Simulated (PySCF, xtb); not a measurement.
C₃H₆GeO, SMILES C#C[CH2][GeH2][OH]. Other conformers were not sampled.

Harmonic wavenumbers (cm⁻¹) from xtb 6.7.1 with GFN2-xTB at its own minimum, in rising order: 37, 97, 188, 241, 286, 348, 402, 555, 560, 601, 636, 655, 700, 760, 782, 831, 1002, 1089, 1170, 1400, 1866, 1917, 2287, 2925, 2938, 3398, 3664.

What does PySCF with PBE-D3(BJ)/def2-SVP give at its own minimum? (An estimate is asked for; the answer gives what the named calculation found.)

42, 91, 147, 197, 332, 402, 440, 606, 618, 626, 648, 669, 753, 774, 849, 890, 967, 1092, 1117, 1361, 2054, 2063, 2159, 2985, 3042, 3410, 3737. Paired by order, the mean absolute difference is 53 cm⁻¹ and the zero-point energies are 44.8 and 45.8 kcal/mol.
